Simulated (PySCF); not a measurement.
Sb(OH)2(TeH) (H3O2SbTe), SMILES [OH][Sb]([OH])[TeH].

Geometry: PBE-D3(BJ)/def2-SVP. The def2 effective core potentials stand for the cores of Sb, Te; spin–orbit coupling is left out. Other conformers were not sampled.

Method: IEF-PCM-ωB97X/def2-SVP in PySCF 2.14.0.

The values are the electrostatic part of the solvation free energy, E(continuum) − E(gas) at the gas-phase geometry, in a cavity of scaled van der Waals radii (PySCF's table); cavitation and dispersion terms are not included. A continuum can't describe solvent molecules that bind to the metal. In vacuum the orbital gap is 8.91 eV. The dipole moment in vacuum is 1.03 D.

Computed values in water (ε = 78.36), methanol (ε = 32.61), dimethylsulfoxide (ε = 46.83):
| solvent | ε | ΔG(elec) (kcal/mol) | dipole (D) | gap (eV) |
|---|---|---|---|---|
| water | 78.36 | -8.8 | 1.24 | 8.97 |
| methanol | 32.61 | -8.5 | 1.23 | 8.97 |
| dimethylsulfoxide | 46.83 | -8.7 | 1.24 | 8.97 |
